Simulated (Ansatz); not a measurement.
Coupled-cluster diagnostics for [Ni(H2O)4]2+ (NiO4H8²⁺), Ansatz.

Geometry of the triplet (PBE-D4/def2-SVP):

```tsv
atom	x (Å)	y (Å)	z (Å)
Ni1	0.153	-0.225	0.110
O2	0.950	0.037	-1.660
H3	0.569	-0.283	-2.508
H4	1.632	0.708	-1.887
O5	-1.005	-1.812	-0.126
H6	-1.986	-1.776	-0.153
H7	-0.743	-2.727	-0.372
O8	-1.412	0.939	0.560
H9	-1.715	1.708	0.030
H10	-1.769	1.063	1.468
O11	1.494	0.610	1.309
H12	1.439	1.495	1.730
H13	2.394	0.264	1.499
```

Correlated methods freeze 9 core orbitals; core or outer-core shells of Ni are correlated, in sets that lack core-valence functions.

Geometry of the charge 2 singlet (PBE-D4/def2-SVP):

```xyz
13

Ni   -0.0031    0.0203   -0.0417
O    -1.2644    0.1592   -1.4429
H    -0.9953   -0.1059   -2.3543
H    -2.1716   -0.1932   -1.2850
O     1.1095    1.1018   -1.1230
H     2.0484    1.2206   -0.8479
H     0.7745    1.9788   -1.4259
O     1.3461    0.0408    1.3042
H     1.7444   -0.7901    1.6511
H     1.3160    0.6822    2.0513
O    -1.2173   -1.1188    0.8863
H    -1.1381   -2.1003    0.8411
H    -1.5490   -0.8954    1.7867
```

(1) Estimate the CCSD(T) correlation energy, the shares of MP2 and (T), T1 and the reference's ⟨S²⟩ for: charge 2, triplet, own geometry in def2-SVP; charge 2, singlet, own geometry in def2-SVP; charge 3, quartet, vertical in def2-SVP; and the rough time on 4 threads of Intel Xeon Platinum 8259CL on a shared host.

Results:

(1) 
```
                          state     basis  correlation (eV)  MP2 share (%)  (T) share (%)     T1  ⟨S²⟩ (pure)  wall time                  remarks
charge 2, triplet, own geometry  def2-SVP           -31.257           95.6            1.8  0.013  2.00 (2.00)      2 min                        –
charge 2, singlet, own geometry  def2-SVP           -32.869           94.7            2.3  0.019  0.00 (0.00)       29 s  restricted SCF unstable
    charge 3, quartet, vertical  def2-SVP           -31.272           92.5            2.6  0.049  3.76 (3.75)    2.5 min                        –
```
Customary marks for T1 are 0.02 (closed shells), 0.045 (open shells) and about 0.05 (3d metals). T1 exceeds 0.02 in 1 of 3 rows and 0.045 in 1; the higher it lies, the less the single-reference result can be trusted.
